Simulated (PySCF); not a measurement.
## Löwdin shares of the frontier orbitals

Compound: C7H9FNP.
Structure used (PBE0-D3(BJ)/def2-SVP), in Å, numbered top down from 1:
```
atom  x, y, z in Å
F1    -2.2717    1.9820    0.5511
C2    -2.2404    0.6705    0.1426
C3    -1.3661   -0.2065    1.0453
P4    -0.4479   -0.9117   -0.4339
N5     1.1268   -0.1712   -0.2848
C6     2.2959   -0.8629   -0.5308
C7     3.3580   -0.0182   -0.3184
C8     2.8188    1.2418    0.0732
C9     1.4502    1.1183    0.0865
C10   -1.4758    0.4770   -1.1720
H11   -3.2832    0.3166    0.0842
H12   -1.8881   -0.9332    1.6840
H13   -0.7102    0.4113    1.6757
H14    2.2619   -1.9067   -0.8372
H15    4.4098   -0.2740   -0.4314
H16    3.3768    2.1438    0.3194
H17    0.6776    1.8456    0.3298
H18   -2.0726    0.2212   -2.0590
H19   -0.8613    1.3592   -1.4027
```

Computed with TDDFT CAM-B3LYP/def2-SVPD, vertical, gas phase, core orbitals frozen in the response (PySCF 2.14.0, density-fitted response routines).

Frontier orbitals with the atoms that hold most of them (Löwdin shares over 4%, at most four atoms; ? is withheld):

```tsv
orbital	ε (eV)	atoms
HOMO-3	-10.80	C10 23%, C3 23%, P4 18%, C2 6%
HOMO-2	-8.75	P4 56%, C10 11%, C3 11%, N5 6%
HOMO-1	-8.41	?
HOMO	?	?
LUMO	1.01	P4 30%, C10 11%, C3 10%, N5 8%
LUMO+1	1.12	P4 34%, C3 11%, C10 10%, C2 8%
LUMO+2	1.39	C2 16%, H11 15%, C10 10%, C3 10%
```

Which atoms hold the HOMO, and with what shares?

C9 (bonded to C, N and H) 27%; C6 (bonded to C, N and H) 27%; C7 (bonded to 2 C and H) 16%; C8 (bonded to 2 C and H) 14%.

Which atoms hold the HOMO-1, and with what shares?

N5 (bonded to 2 C and P) 27%; C8 (bonded to 2 C and H) 23%; C7 (bonded to 2 C and H) 22%; C9 (bonded to C, N and H) 6%. By element: carbon 52% or more, nitrogen 27%.

What is the HOMO energy, and the HOMO–LUMO gap?

ε(HOMO) = -7.59 eV; the gap is 8.60 eV (0.3160 hartree).

The HOMO–LUMO gap is 8.60 eV. Where does the response calculation put the lowest singlet, and from which orbitals?

S1 is at 5.85 eV (f = 0.027), 2.75 eV below the gap, made of HOMO→LUMO (85%). Without the coupling terms of the response equations the lowest excitation would equal the gap.

Give energy, strength and leading configuration of S1, S2, S6 and S8, and follow the Löwdin shares of the leading atoms from the occupied to the empty orbital.

- S1 (5.85 eV, f 0.027), HOMO→LUMO (85%): C9 27% → at most 8%, C6 27% → at most 8%, P4 at most 14% → 30%, C10 at most 14% → 11%
- S2 (6.02 eV, f 0.0021), HOMO→LUMO+1 (78%): C9 27% → at most 8%, C6 27% → at most 8%, P4 at most 14% → 34%, C3 at most 14% → 11%
- S6 (6.46 eV, f 0.051), HOMO-2→LUMO (92%): P4 56% → 30%, C10 11% → 11%
- S8 (6.60 eV, f 0.0043), HOMO-1→LUMO+1 (73%): N5 27% → at most 8%, C8 23% → at most 8%, P4 at most 7% → 34%, C3 at most 7% → 11%

Time: 7.9 min wall; peak memory 1.5 GiB. Hardware: one thread of an Arm Neoverse V2, on a shared host.

One conformer stands for the species.
